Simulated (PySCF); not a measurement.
Breaking a bond: GeF, doublet.

- UMP2/6-31G* = unrestricted MP2 (frozen core)/6-31G*, spherical d in PySCF
- UCCSD(T) = CCSD(T) on UHF/cc-pVDZ, 10 core orbitals frozen (PySCF 2.14.0)

Energies relative to the lowest point of each curve near equilibrium, in kJ/mol:

```json
[
 {"R / Å": "1.39", "UMP2/6-31G*": "361.2"},
 {"R / Å": "1.48", "UMP2/6-31G*": "169.8"},
 {"R / Å": "1.59", "UMP2/6-31G*": "49.7"},
 {"R / Å": "1.64", "UMP2/6-31G*": "22.3"},
 {"R / Å": "1.72", "UMP2/6-31G*": "1.9"},
 {"R / Å": "1.76", "UMP2/6-31G*": "0.0"},
 {"R / Å": "1.80", "UMP2/6-31G*": "2.3"},
 {"R / Å": "1.88", "UMP2/6-31G*": "16.5"},
 {"R / Å": "1.94", "UMP2/6-31G*": "33.3"},
 {"R / Å": "2.05", "UMP2/6-31G*": "72.6"},
 {"R / Å": "2.18", "UMP2/6-31G*": "126.1"},
 {"R / Å": "2.34", "UMP2/6-31G*": "194.0"}
]
```

Q: Predict the corresponding UCCSD(T) column.

A: 1.39: 396.1; 1.48: 193.4; 1.59: 61.9; 1.64: 30.2; 1.72: 4.3; 1.76: 0.0; 1.80: 0.1; 1.88: 10.4; 1.94: 24.5; 2.05: 59.3; 2.18: 107.9; 2.34: 169.8 (kJ/mol).

The scan ran from 1.39 to 7.04 Å; beyond the distances shown one of the unrestricted levels run for this scan, shown here or not, changes its spin distribution in one step.
